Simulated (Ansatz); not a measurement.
Species: sum formula InH2F, net charge 0, singlet state. SMILES: [F][InH2]
Structure (B3LYP-D3(BJ)/def2-TZVP (Ansatz, a program for electronic structure) minimum search):
```
In
F 1 1.9763
H 1 1.7067 2 109.99
H 1 1.7067 3 140.02 2 180.00
```

Parts of the frozen-core correlation energy in def2-TZVPP (Ansatz, hartree). Frozen orbitals: 10; correlated occupied orbitals by spin: 6 and 6; virtual: 93 and 93. Spin-orbit coupling is left out. In def2 rows, elements after Kr have scalar-relativistic effective core potentials.

```json
[
 {"term": "reference (HF)", "value": "-289.86457"},
 {"term": "MP2 opposite-spin", "value": "-0.25959"},
 {"term": "MP2 same-spin", "value": "-0.07690"},
 {"term": "CCSD correlation", "value": "-0.34826"},
 {"term": "(T)", "value": "-0.00915"},
 {"term": "T1 diagnostic", "value": "0.015"},
 {"term": "largest doubles amplitude", "value": "0.067"}
]
```
